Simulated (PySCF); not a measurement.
Geometry (Å), atoms numbered from 1 in this order:
```xyz
5

Cr    0.0091    0.0003    0.0118
S     0.0209   -0.0335    1.9612
S     1.8512    0.0124   -0.6192
Cl   -0.9455    1.7593   -0.6454
Cl   -0.9357   -1.7385   -0.7084
```

Geometry: PBE0-D3(BJ)/def2-SVP; GIAO absolute shieldings from PySCF 2.14, gas phase, non-relativistic, averaged over equivalent atoms.

At PBE/pcSseg-1 (pcSseg-2 on Cr) (169 basis functions, 32 s wall time on 1 thread of an x86-64 server CPU, shared host):
```json
{"atoms": "Cr1", "σ (ppm)": "-4008.9"}
{"atoms": "S2/S3", "σ (ppm)": "-1406.3"}
{"atoms": "Cl4/Cl5", "σ (ppm)": "204.9"}
```

Predict the values at PBE0/pcSseg-1 (pcSseg-2 on Cr) on the same geometry.

## Answers


```csv
atoms,σ at PBE0/pcSseg-1 (pcSseg-2 on Cr),change
Cr1,-5724.8,-1715.9
S2/S3,-2057.3,-651.0
Cl4/Cl5,229.0,+24.1
```

The largest change is at Cr1 (Cr bonded to 2 Cl, 2 S). Cost: 169 basis functions, 28 s wall time on 1 thread of an x86-64 server CPU, shared host.
